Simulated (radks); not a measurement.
Numerical settings for the sulfur ion S2+, [Ne] 3s2 3p2. Calculated with a radial shooting solver on a logarithmic mesh with Libxc functionals: scalar-relativistic Kohn-Sham, BLYP, spin-polarised, spherical densities, finite nucleus; open shells are filled with parallel spins first; Fermi nuclear charge, rms radius 3.2611 fm. The defaults (mesh step 0.008 in ln r, mesh end at 40 bohr or more with all orbitals vanishing there, Anderson mixing 0.5 over 9 steps, residual threshold near 1e-9 with the energy settled to 1e-9 hartree or 1e-11 of itself, here a cap of 69 iterations) give E = -398.0338 hartree and 3p at -28.741 eV in 25 iterations. Run on one thread of a shared host, so times are rough (Arm Neoverse N1): 0.22 s of CPU time, 0.22 s wall, 25 iterations on 2189 mesh points. Changes against that run (0 stands for a change within the tolerance of the run):

setting	iterations	converged	E (mhartree)	e(3p) (meV)	CPU (s)
mesh step in ln r 0.08	69	no	-1.22e+03	-1.06e+04	0.25
mesh step in ln r 0.005	55	yes	0	0	0.63
mesh step in ln r 0.05	14	yes	+0.000251	0	0.04
mesh end (bohr) 12	26	yes	0	0	0.22
mesh end (bohr) 2	25	level above zero	+3.71e+03	+3.87e+04	0.18
residual threshold 0.001	9	yes	-0.000319	-3.12	0.1
residual threshold 0.1	9	yes	-0.000319	-3.12	0.1
mixing 0.2	23	yes	0	0	0.2
linear mixing, mixing 0.05	69	no	+0.105	-217	0.58
linear mixing, mixing 0.5	29	no	diverged	-	0.25
mixing history 3	59	yes	0	0	0.4
iteration cap 5	5	no	+0.023	+64	0.05

Settled on a wrong energy, with an occupied level pushed above zero by the early mesh end: mesh end (bohr) 2 (+3.71 hartree). Apart from these: no run marked as converged misses the energy by more than 1 mhartree. A mesh that ends early acts as a hard wall.
